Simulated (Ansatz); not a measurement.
The same path of C3H5Ga (9 atoms, charge 0, multiplicity 1) was run twice with different band settings. Lost on the way: C2–Ga3, Ga3–H6. Made: C2–H6.

Theory: RKS B3LYP-D4/def2-SVP (Ansatz 0.2.0).

Relaxed end points:

```xyz
9
Properties=species:S:1:pos:R:3
C 1.591 0.803 -2.129
C 0.979 0.733 -1.074
Ga 0.013 0.629 0.594
C -1.037 -0.993 0.981
H 2.132 0.870 -3.057
H 0.106 1.872 1.546
H -0.599 -1.880 0.498
H -1.129 -1.172 2.063
H -2.056 -0.861 0.577
```

```xyz
9
Properties=species:S:1:pos:R:3
C 0.926 0.747 -1.194
C 1.251 1.751 -0.594
Ga -0.335 0.611 1.574
C -0.915 -1.146 0.632
H 0.629 -0.145 -1.714
H 1.571 2.657 -0.114
H -0.063 -1.778 0.323
H -1.520 -1.734 1.346
H -1.544 -0.964 -0.259
```

Common settings: movable images 5; climbing image yes; optimiser quadratic models (default); start path through a guess of the saddle point; force threshold 0.05 eV/Å; iteration limit 60; end points relaxed.

| run | spring |
| --- | --- |
| 1 | 5.0 eV/Å² |
| 2 | 50.0 eV/Å² |

Question: What does each run give, and how far can it be trusted?

Answer: Run 1: converged after 20 iterations, highest image 2.642 eV above the first end. Neighbouring images differ by up to 2.3 eV, so the band resolves the path poorly. A vibrational analysis at the climbing image gives one clearly imaginary mode, 1067i cm⁻¹: a first-order saddle point.
Run 2: converged after 28 iterations, highest image 2.642 eV above the first end. Neighbouring images differ by up to 2.3 eV, so the band resolves the path poorly. Another band between the same ends (5 images) ends at a top of the same energy, where a vibrational analysis finds 1 clearly imaginary mode.
The orbitals stay closed-shell, which can raise the energy where a bond breaks towards radicals; this wasn't checked here.
